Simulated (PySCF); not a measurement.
Acid–base and redox partners of N=C=O. All species are isolated molecules in the gas phase. One relaxed conformer stands for each flexible species; it need not be the lowest. Strings in code marks are SMILES.

The T1 excitation (TDA) from two functionals at the same geometries (M06-2X/def2-TZVP), both in PySCF: PBE-D3(BJ)/def2-TZVP and B3LYP-D3(BJ)/def2-TZVP. B3LYP has the VWN-RPA correlation part, as in Gaussian. Excitations are Tamm–Dancoff values on a coarser integration grid. The basis has no diffuse functions, so Rydberg states are missing or too high.

| species | B3LYP-D3(BJ)/def2-TZVP (eV) |
|---|---|
| neutral parent (`O=C=N`) | 6.23 |
| proton added at N1 (`O=C=[NH2+]`) | 5.96 |
| proton added at O3 (`N=C=[OH+]` (not the most basic site)) | 7.17 |

Problem. What does PBE-D3(BJ)/def2-TZVP give for each?

Solution. 
- neutral parent (`O=C=N`): 6.19
- proton added at N1 (`O=C=[NH2+]`): 5.76
- proton added at O3 (`N=C=[OH+]` (not the most basic site)): 7.17
Over these rows, drawn at random from the members with no instability flagged (it was tested for open shells, ions and some series alone), PBE minus B3LYP-D3(BJ): mean -0.08 eV, from -0.20 eV to 0.00 eV.
